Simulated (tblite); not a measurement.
[C15H10B]- (charged doped PAH), SMILES c1ccc2cc3ccc4cccc(c1)c2[b-]43 at step 2 of a GFN2-xTB optimisation (tblite, gas phase), coordinates in Å:

```
  1 C     3.315   -0.109   -0.399
  2 C     3.077   -1.471   -0.330
  3 C     1.867   -2.134   -0.157
  4 C     0.627   -1.601   -0.029
  5 C    -0.532   -2.366    0.142
  6 C    -1.637   -1.552    0.245
  7 C    -3.023   -1.428    0.409
  8 C    -3.375   -0.093    0.412
  9 C    -2.256    0.771    0.248
 10 C    -2.094    2.114    0.186
 11 C    -0.854    2.771    0.012
 12 C     0.433    2.324   -0.128
 13 C     1.060    1.019   -0.159
 14 C     2.461    0.976   -0.331
 15 C     0.317   -0.126   -0.034
 16 B    -1.112   -0.144    0.144
 17 H     4.367    0.155   -0.532
 18 H     3.940   -2.122   -0.409
 19 H     1.903   -3.213   -0.124
 20 H    -0.585   -3.432    0.184
 21 H    -3.670   -2.281    0.518
 22 H    -4.366    0.295    0.517
 23 H    -2.991    2.701    0.280
 24 H    -0.980    3.863   -0.009
 25 H     1.155    3.145   -0.241
 26 H     2.951    1.935   -0.418
```

What are the forces on the atoms (eV/Å)?


```
  1 C     0.08    0.23   -0.03
  2 C     0.23   -0.15    0.01
  3 C     0.31   -0.38   -0.05
  4 C     0.46   -0.06   -0.01
  5 C    -0.11   -0.31   -0.01
  6 C     0.17    0.94   -0.01
  7 C     0.02   -0.20    0.03
  8 C    -0.64    0.09    0.06
  9 C    -0.59    0.56    0.07
 10 C    -0.44    0.02    0.06
 11 C    -0.34    0.24    0.05
 12 C     0.41   -0.13   -0.03
 13 C     0.42    0.34   -0.10
 14 C     0.57    0.30   -0.06
 15 C    -0.36   -0.54    0.06
 16 B     0.30   -0.43   -0.06
 17 H    -0.08   -0.01    0.00
 18 H     0.21    0.03   -0.04
 19 H     0.21   -0.37   -0.01
 20 H     0.43   -0.73   -0.03
 21 H    -0.63   -0.04    0.07
 22 H    -0.69   -0.04    0.09
 23 H    -0.24    0.84   -0.01
 24 H     0.24   -0.22   -0.02
 25 H    -0.11   -0.26    0.02
 26 H     0.17    0.30   -0.03
```
